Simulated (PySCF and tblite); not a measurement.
Values are calculated unless marked as measured or tabulated.
Molecule: C₆H₁₂O, numbered as in [CH3:1][O:2][CH:3]1[CH2:4][CH2:5][CH2:6][CH2:7]1.

The ring 3–4–5–6–7 is held at Altona–Sundaralingam phase angles P (ν_j = ν_max cos(P + 144°(j − 2)), ν_j about the bond from ring atom j to j + 1, counted from 0) and the rest relaxed at GFN2-xTB. Energies: PBE0/pcSseg-1 + D3(BJ). Programs: tblite and PySCF.

Q: Give the DFT energy and dipole along the phase angle P.

A: 
```
phase angle P °  E kcal/mol  dipole D  amplitude °
              0        0.55      1.18           42
             36        0.28      1.16           42
             72        0.41      1.18           40
            108        0.33      1.18           40
            144        0.00      1.17           42
            180        0.42      1.16           42
            216        0.86      1.21           41
            252        1.07      1.24           41
            288        1.06      1.25           41
            324        0.89      1.23           41
```

Q: How free is the pseudorotation?

A: The sampled points span 1.07 kcal/mol, from P = 144° to P = 252°; RT at 298 K is 0.59 kcal/mol, so it is hindered but fast.
